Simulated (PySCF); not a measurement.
AsF$_{2}$ (SMILES F[As]F), doublet, geometry from GFN2-xTB. Base run: M062X/def2-SVP (PySCF).

PySCF was given this input:
```python
from pyscf import gto, scf, dft

mol = gto.Mole()
mol.atom = '''
    F    -1.22363536   -0.84799539    0.05148653
    As   -0.02211217    0.42725140   -0.01934179
    F     1.30471333   -0.71859307    0.01943336
'''
mol.basis = 'def2-svp'
mol.spin = 1
mol.verbose = 4
mol.build()

mf = dft.UKS(mol)
mf.xc = 'm062x'
mf.kernel()
mf.analyze()
```

Each row names what was changed in the base input (with any setting that the change needs).

| change | ΔE vs base (mEh) | fitting functions | dipole (D) |
|---|---|---|---|
| base | 0.000 | - | 2.66 |
| auxbasis = autoaux | 0.068 | 538 | 2.66 |
| auxbasis = def2-svp-ri | -4565.8 | 223 | 2.73 |
| auxbasis = cc-pvtz-jkfit | 0.007 | 365 | 2.66 |
| auxbasis = def2-universal-jfit | 12254.1 | 156 | 2.61 |
| auxbasis = cc-pvqz-jkfit | -0.031 | 430 | 2.66 |
| auxbasis = default (with mf = mf.density_fit()) | 0.104 | 420 | 2.66 |
| auxbasis = even-tempered beta=1.6 | 0.059 | 807 | 2.66 |
| auxbasis = def2-tzvp-ri | -5110.4 | 311 | 2.71 |
| auxbasis = def2-universal-jkfit | 0.104 | 420 | 2.66 |

A fitting set is made for a task (jfit for Coulomb, jkfit for Coulomb and exchange, ri for correlation) and for a family of orbital bases.

Open shells are given as the SCF converged; they aren't shown to be the lowest states, and a large step between rows can be another state.
